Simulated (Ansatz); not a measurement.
Si₂₈H₃₄, a nanocrystal cut from hexagonal silicon. Total charge 0; singlet. Geometry r2SCAN-D4/def2-SVP.

```xyz
62

Si   -1.037   -3.723    3.442
Si   -1.757   -4.542    1.360
Si    1.874   -4.343    0.087
Si   -0.360   -3.685   -0.324
Si   -1.230   -1.382    3.441
Si   -3.481   -0.772    3.036
Si    2.407   -1.159    2.186
Si    3.222   -2.442    0.391
Si    0.169   -0.521    1.762
Si   -0.536   -1.342   -0.326
Si   -3.621    0.500    1.063
Si   -2.786   -0.744   -0.749
Si    3.127   -1.138   -1.567
Si    0.890   -0.499   -1.995
Si    0.196   -1.356   -4.068
Si   -2.898    0.523   -2.727
Si   -2.053   -0.766   -4.502
Si    3.748    0.757    2.444
Si   -0.038    1.820    1.714
Si   -2.289    2.427    1.295
Si    3.629    2.051    0.482
Si    4.467    0.777   -1.310
Si    1.390    2.683    0.055
Si    0.673    1.841   -2.021
Si   -2.403    3.736   -0.656
Si   -1.577    2.450   -2.445
Si    1.183    5.021    0.026
Si   -1.061    5.649   -0.386
H    -1.860   -4.314    4.546
H     0.392   -4.120    3.657
H    -1.720   -6.040    1.349
H    -3.171   -4.105    1.125
H     1.931   -5.217    1.304
H     2.381   -5.138   -1.078
H    -0.797   -4.200   -1.665
H    -0.793   -0.820    4.763
H    -4.329   -2.002    2.915
H    -3.992    0.031    4.192
H     2.448   -1.980    3.443
H     4.646   -2.835    0.661
H    -5.039    0.907    0.785
H    -3.593   -2.001   -0.917
H     3.621   -1.959   -2.724
H     0.347   -2.847   -4.071
H     1.081   -0.800   -5.142
H    -4.320    0.928   -2.986
H    -2.880   -2.005   -4.660
H    -2.131    0.013   -5.779
H     5.169    0.345    2.691
H     3.278    1.560    3.618
H     0.372    2.380    3.046
H    -2.782    3.231    2.464
H     4.459    3.291    0.649
H     5.881    0.370   -1.025
H     4.452    1.589   -2.569
H     1.539    2.416   -3.105
H    -3.830    4.115   -0.927
H    -1.612    3.266   -3.706
H     1.631    5.577    1.343
H     2.071    5.584   -1.042
H    -1.573    6.465    0.761
H    -1.129    6.491   -1.624
```

B3LYP takes the VWN-RPA correlation. Single mean-field runs in def2-SVP, def2-TZVP are fitted with def2-universal-jkfit.

Question: Estimate the orbital energies around the gap (eV) in Ansatz with PBE-D4/def2-SVP, PBE-D4/def2-TZVP, r2SCAN-D4/def2-SVP, B3LYP-D4/def2-SVP, PBE0-D4/def2-SVP.

Answer: 
```json
{"orbital": "HOMO−13", "PBE-D4/def2-SVP": "-7.01", "PBE-D4/def2-TZVP": "-6.99", "r2SCAN-D4/def2-SVP": "-7.33", "B3LYP-D4/def2-SVP": "-7.84", "PBE0-D4/def2-SVP": "-8.09"}
{"orbital": "HOMO−12", "PBE-D4/def2-SVP": "-6.99", "PBE-D4/def2-TZVP": "-6.96", "r2SCAN-D4/def2-SVP": "-7.30", "B3LYP-D4/def2-SVP": "-7.80", "PBE0-D4/def2-SVP": "-8.05"}
{"orbital": "HOMO−11", "PBE-D4/def2-SVP": "-6.96", "PBE-D4/def2-TZVP": "-6.93", "r2SCAN-D4/def2-SVP": "-7.27", "B3LYP-D4/def2-SVP": "-7.75", "PBE0-D4/def2-SVP": "-8.02"}
{"orbital": "HOMO−10", "PBE-D4/def2-SVP": "-6.90", "PBE-D4/def2-TZVP": "-6.87", "r2SCAN-D4/def2-SVP": "-7.21", "B3LYP-D4/def2-SVP": "-7.71", "PBE0-D4/def2-SVP": "-7.96"}
{"orbital": "HOMO−9", "PBE-D4/def2-SVP": "-6.85", "PBE-D4/def2-TZVP": "-6.82", "r2SCAN-D4/def2-SVP": "-7.16", "B3LYP-D4/def2-SVP": "-7.65", "PBE0-D4/def2-SVP": "-7.90"}
{"orbital": "HOMO−8", "PBE-D4/def2-SVP": "-6.84", "PBE-D4/def2-TZVP": "-6.82", "r2SCAN-D4/def2-SVP": "-7.15", "B3LYP-D4/def2-SVP": "-7.63", "PBE0-D4/def2-SVP": "-7.88"}
{"orbital": "HOMO−7", "PBE-D4/def2-SVP": "-6.68", "PBE-D4/def2-TZVP": "-6.65", "r2SCAN-D4/def2-SVP": "-6.98", "B3LYP-D4/def2-SVP": "-7.44", "PBE0-D4/def2-SVP": "-7.69"}
{"orbital": "HOMO−6", "PBE-D4/def2-SVP": "-6.59", "PBE-D4/def2-TZVP": "-6.56", "r2SCAN-D4/def2-SVP": "-6.89", "B3LYP-D4/def2-SVP": "-7.38", "PBE0-D4/def2-SVP": "-7.61"}
{"orbital": "HOMO−5", "PBE-D4/def2-SVP": "-6.36", "PBE-D4/def2-TZVP": "-6.33", "r2SCAN-D4/def2-SVP": "-6.63", "B3LYP-D4/def2-SVP": "-7.08", "PBE0-D4/def2-SVP": "-7.32"}
{"orbital": "HOMO−4", "PBE-D4/def2-SVP": "-6.33", "PBE-D4/def2-TZVP": "-6.30", "r2SCAN-D4/def2-SVP": "-6.60", "B3LYP-D4/def2-SVP": "-7.05", "PBE0-D4/def2-SVP": "-7.29"}
{"orbital": "HOMO−3", "PBE-D4/def2-SVP": "-6.28", "PBE-D4/def2-TZVP": "-6.25", "r2SCAN-D4/def2-SVP": "-6.55", "B3LYP-D4/def2-SVP": "-7.01", "PBE0-D4/def2-SVP": "-7.24"}
{"orbital": "HOMO−2", "PBE-D4/def2-SVP": "-6.18", "PBE-D4/def2-TZVP": "-6.17", "r2SCAN-D4/def2-SVP": "-6.44", "B3LYP-D4/def2-SVP": "-6.93", "PBE0-D4/def2-SVP": "-7.13"}
{"orbital": "HOMO−1", "PBE-D4/def2-SVP": "-6.01", "PBE-D4/def2-TZVP": "-6.00", "r2SCAN-D4/def2-SVP": "-6.27", "B3LYP-D4/def2-SVP": "-6.76", "PBE0-D4/def2-SVP": "-6.96"}
{"orbital": "HOMO", "PBE-D4/def2-SVP": "-5.87", "PBE-D4/def2-TZVP": "-5.85", "r2SCAN-D4/def2-SVP": "-6.12", "B3LYP-D4/def2-SVP": "-6.60", "PBE0-D4/def2-SVP": "-6.80"}
{"orbital": "LUMO", "PBE-D4/def2-SVP": "-2.32", "PBE-D4/def2-TZVP": "-2.48", "r2SCAN-D4/def2-SVP": "-2.24", "B3LYP-D4/def2-SVP": "-1.69", "PBE0-D4/def2-SVP": "-1.69"}
{"orbital": "LUMO+1", "PBE-D4/def2-SVP": "-2.23", "PBE-D4/def2-TZVP": "-2.41", "r2SCAN-D4/def2-SVP": "-2.15", "B3LYP-D4/def2-SVP": "-1.59", "PBE0-D4/def2-SVP": "-1.58"}
{"orbital": "LUMO+2", "PBE-D4/def2-SVP": "-2.15", "PBE-D4/def2-TZVP": "-2.33", "r2SCAN-D4/def2-SVP": "-2.08", "B3LYP-D4/def2-SVP": "-1.51", "PBE0-D4/def2-SVP": "-1.53"}
{"orbital": "LUMO+3", "PBE-D4/def2-SVP": "-2.14", "PBE-D4/def2-TZVP": "-2.28", "r2SCAN-D4/def2-SVP": "-2.07", "B3LYP-D4/def2-SVP": "-1.49", "PBE0-D4/def2-SVP": "-1.49"}
{"orbital": "LUMO+4", "PBE-D4/def2-SVP": "-2.00", "PBE-D4/def2-TZVP": "-2.16", "r2SCAN-D4/def2-SVP": "-1.91", "B3LYP-D4/def2-SVP": "-1.37", "PBE0-D4/def2-SVP": "-1.35"}
{"orbital": "LUMO+5", "PBE-D4/def2-SVP": "-1.99", "PBE-D4/def2-TZVP": "-2.14", "r2SCAN-D4/def2-SVP": "-1.89", "B3LYP-D4/def2-SVP": "-1.35", "PBE0-D4/def2-SVP": "-1.33"}
```
